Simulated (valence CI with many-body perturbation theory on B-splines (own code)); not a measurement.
Pb⁷⁷⁺: electric-dipole lines

Level of theory: configuration interaction combined with many-body perturbation theory (CI+MBPT): three valence electrons over a frozen Dirac-Fock core [He], a basis of 11 s, 11 p, 9 d, 7 f, 5 g, 2 h, 1 i functions for each j, with the one-electron correlation potential Σ1, the two-electron term Σ2, the three-electron term Σ3, Breit, model QED; selected CI, second order for the rest (own B-spline code, finite nucleus).

The last digits are not significant, and no measured levels were compared; by estimate large intervals hold to a few tenths of a per cent, small ones and those within an open d or f shell to about a per cent.

Lines 101 to 150 of 296 in falling wavelength, among levels below 17626 eV, chosen from the strongest by gf and those to the six lowest levels. Wavelengths and rates use the calculated energies. Electric multipoles are in the length gauge, E1 and E2 with the static RPA response of the core. Weak lines are less certain than strong ones. Lines between different terms over intervals too small for the method are left out, as are lines whose strength nearly cancels. The highest levels of a list are the least certain.

Levels are named by their leading jj configuration (3d3/2^4 stands for four electrons in 3d with j = 3/2), which in mixed levels can hold well under half, so a name can repeat and another be missing. Letters in brackets count levels of one name in rising energy.

| λ vac (nm) | Upper | Lower | A (s⁻¹) | S (a.u.) with core polarisation | S without |
| --- | --- | --- | --- | --- | --- |
| 0.4601 | (2p1/2 2p3/2 3d5/2) J=3/2 [b] | (2s 2p1/2 3d5/2) J=5/2 [b] | 1.74e+13 | 3.35e-03 | 3.36e-03 |
| 0.4598 | (2p1/2 2p3/2 3d5/2) J=7/2 [b] | (2s 2p1/2 3d5/2) J=7/2 | 1.23e+13 | 4.72e-03 | 4.73e-03 |
| 0.4597 | (2p1/2 2p3/2 3p3/2) J=5/2 [b] | (2s 2p1/2 3p3/2) J=5/2 | 1.64e+13 | 4.72e-03 | 4.73e-03 |
| 0.4595 | (2p1/2 2p3/2 3d3/2) J=3/2 [a] | (2s 2p1/2 3d3/2) J=3/2 [a] | 1.93e+13 | 3.70e-03 | 3.70e-03 |
| 0.4595 | (2p1/2 2p3/2 3d3/2) J=5/2 [a] | (2s 2p1/2 3d3/2) J=3/2 [a] | 1.09e+13 | 3.14e-03 | 3.15e-03 |
| 0.4592 | (2s 2p3/2 3d5/2) J=5/2 [b] | (2s^2 3d5/2) J=5/2 | 2.25e+13 | 6.44e-03 | 6.45e-03 |
| 0.4592 | (2p1/2 2p3/2 3p1/2) J=3/2 [a] | (2s 2p1/2 3p1/2) J=1/2 [a] | 1.42e+13 | 2.71e-03 | 2.71e-03 |
| 0.4592 | (2p1/2 2p3/2 3p3/2) J=5/2 [b] | (2s 2p1/2 3p3/2) J=3/2 [b] | 8.20e+12 | 2.35e-03 | 2.35e-03 |
| 0.4591 | (2s 2p3/2 3p3/2) J=3/2 [b] | (2s^2 3p3/2) J=3/2 | 3.25e+13 | 6.21e-03 | 6.22e-03 |
| 0.4588 | (2s 2p3/2 3s) J=3/2 [b] | (2s^2 3s) J=1/2 | 3.20e+13 | 6.11e-03 | 6.12e-03 |
| 0.4588 | (2s 2p3/2 3d3/2) J=1/2 [b] | (2s^2 3d3/2) J=3/2 | 3.46e+13 | 3.30e-03 | 3.30e-03 |
| 0.4586 | (2p1/2 2p3/2 3d5/2) J=5/2 [a] | (2s 2p1/2 3d5/2) J=5/2 [a] | 8.72e+12 | 2.49e-03 | 2.49e-03 |
| 0.4582 | (2s 2p3/2 3p3/2) J=1/2 [b] | (2s^2 3p3/2) J=3/2 | 3.18e+13 | 3.02e-03 | 3.02e-03 |
| 0.4582 | (2p1/2 2p3/2 3s) J=3/2 [a] | (2s 2p1/2 3s) J=1/2 [a] | 1.98e+13 | 3.75e-03 | 3.76e-03 |
| 0.4577 | (2s 2p3/2 3d5/2) J=3/2 [b] | (2s^2 3d5/2) J=5/2 | 1.86e+13 | 3.52e-03 | 3.52e-03 |
| 0.4570 | (2s 2p1/2 2p3/2) J=1/2 | (2s^2 2p1/2) J=1/2 | 3.57e+13 | 3.36e-03 | 3.36e-03 |
| 0.4568 | (2s 2p1/2 2p3/2) J=3/2 [b] | (2s^2 2p1/2) J=1/2 | 3.33e+13 | 6.26e-03 | 6.27e-03 |
| 0.4561 | (2p1/2 2p3/2^2) J=3/2 | (2s 2p1/2 2p3/2) J=5/2 | 2.78e+12 | 5.20e-04 | 5.21e-04 |
| 0.4556 | (2p1/2 2p3/2^2) J=1/2 | (2s 2p1/2 2p3/2) J=3/2 [b] | 3.62e+13 | 3.38e-03 | 3.38e-03 |
| 0.4553 | (2p1/2 2p3/2^2) J=1/2 | (2s 2p1/2 2p3/2) J=1/2 | 1.73e+13 | 1.61e-03 | 1.61e-03 |
| 0.4551 | (2p1/2^2 2p3/2) J=3/2 | (2s 2p1/2^2) J=1/2 | 2.49e+13 | 4.64e-03 | 4.65e-03 |
| 0.4544 | (2s 2p3/2^2) J=1/2 | (2s^2 2p3/2) J=3/2 | 2.76e+13 | 2.56e-03 | 2.56e-03 |
| 0.4543 | (2s 2p3/2^2) J=3/2 | (2s^2 2p3/2) J=3/2 | 5.22e+13 | 9.66e-03 | 9.67e-03 |
| 0.4524 | (2p1/2 2p3/2^2) J=5/2 | (2s 2p1/2 2p3/2) J=5/2 | 2.41e+13 | 6.61e-03 | 6.62e-03 |
| 0.4491 | (2p1/2 2p3/2^2) J=3/2 | (2s 2p1/2 2p3/2) J=3/2 [a] | 2.59e+13 | 4.62e-03 | 4.63e-03 |
| 0.4455 | (2p1/2 2p3/2^2) J=5/2 | (2s 2p1/2 2p3/2) J=3/2 [a] | 5.29e+11 | 1.38e-04 | 1.39e-04 |
| 0.4440 | (2p3/2^3) J=3/2 | (2s 2p3/2^2) J=5/2 | 1.42e+13 | 2.45e-03 | 2.45e-03 |
| 0.4349 | (2p1/2 2p3/2^2) J=1/2 | (2s 2p1/2 2p3/2) J=3/2 [a] | 4.64e+11 | 3.77e-05 | 3.77e-05 |
| 0.1120 | (2s 2p1/2 3s) J=1/2 [a] | (2s 2p1/2 2p3/2) J=1/2 | 1.77e+13 | 2.45e-05 | 2.44e-05 |
| 0.1118 | (2s^2 3p1/2) J=1/2 | (2s 2p1/2 2p3/2) J=3/2 [a] | 3.01e+12 | 4.15e-06 | 4.14e-06 |
| 0.1116 | (2s 2p1/2 3s) J=3/2 | (2s 2p1/2 2p3/2) J=1/2 | 1.03e+13 | 2.83e-05 | 2.83e-05 |
| 0.1113 | (2s 2p1/2 3s) J=1/2 [b] | (2s 2p1/2 2p3/2) J=1/2 | 1.50e+14 | 2.04e-04 | 2.04e-04 |
| 0.1113 | (2p1/2 2p3/2 3s) J=5/2 | (2p1/2 2p3/2^2) J=5/2 | 1.88e+14 | 7.66e-04 | 7.65e-04 |
| 0.1112 | (2p1/2 2p3/2 3s) J=3/2 [b] | (2p1/2 2p3/2^2) J=5/2 | 2.80e+14 | 7.58e-04 | 7.58e-04 |
| 0.1108 | (2s 2p1/2 3s) J=3/2 | (2s 2p1/2 2p3/2) J=5/2 | 3.04e+14 | 8.17e-04 | 8.16e-04 |
| 0.1108 | (2s 2p3/2 3s) J=5/2 | (2s 2p3/2^2) J=5/2 | 1.92e+14 | 7.73e-04 | 7.72e-04 |
| 0.1107 | (2s 2p1/2 3s) J=1/2 [a] | (2s 2p1/2 2p3/2) J=3/2 [a] | 3.50e+14 | 4.69e-04 | 4.68e-04 |
| 0.1105 | (2s^2 3s) J=1/2 | (2s^2 2p3/2) J=3/2 | 3.96e+14 | 5.28e-04 | 5.28e-04 |
| 0.1104 | (2s 2p3/2 3s) J=3/2 [a] | (2s 2p3/2^2) J=5/2 | 2.98e+14 | 7.92e-04 | 7.91e-04 |
| 0.1104 | (2s 2p1/2 3s) J=3/2 | (2s 2p1/2 2p3/2) J=3/2 [a] | 2.47e+13 | 6.56e-05 | 6.55e-05 |
| 0.1100 | (2s 2p1/2 3s) J=1/2 [b] | (2s 2p1/2 2p3/2) J=3/2 [a] | 4.94e+12 | 6.50e-06 | 6.49e-06 |
| 0.1068 | (2s 2p1/2 3p1/2) J=1/2 [b] | (2s^2 2p3/2) J=3/2 | 2.40e+12 | 2.88e-06 | 2.88e-06 |
| 0.1040 | (2s 2p1/2 3d3/2) J=3/2 [a] | (2s 2p1/2 2p3/2) J=1/2 | 1.36e+13 | 3.01e-05 | 3.01e-05 |
| 0.1036 | (2p1/2^2 3d3/2) J=3/2 | (2p1/2^2 2p3/2) J=3/2 | 4.07e+14 | 8.94e-04 | 8.95e-04 |
| 0.1036 | (2p1/2 2p3/2 3d3/2) J=5/2 [a] | (2p1/2 2p3/2^2) J=5/2 | 2.05e+14 | 6.74e-04 | 6.74e-04 |
| 0.1035 | (2s 2p1/2 3d3/2) J=3/2 [b] | (2s 2p1/2 2p3/2) J=1/2 | 4.96e+13 | 1.08e-04 | 1.08e-04 |
| 0.1035 | (2s 2p1/2 3d3/2) J=1/2 | (2s 2p1/2 2p3/2) J=1/2 | 2.14e+14 | 2.34e-04 | 2.34e-04 |
| 0.1034 | (2p1/2 2p3/2 3d3/2) J=3/2 [a] | (2p1/2 2p3/2^2) J=3/2 | 2.51e+14 | 5.48e-04 | 5.48e-04 |
| 0.1032 | (2p1/2 2p3/2 3d3/2) J=3/2 [b] | (2p1/2 2p3/2^2) J=5/2 | 3.39e+14 | 7.36e-04 | 7.36e-04 |
| 0.1032 | (2s 2p1/2 3d3/2) J=3/2 [a] | (2s 2p1/2 2p3/2) J=5/2 | 1.01e+13 | 2.19e-05 | 2.19e-05 |
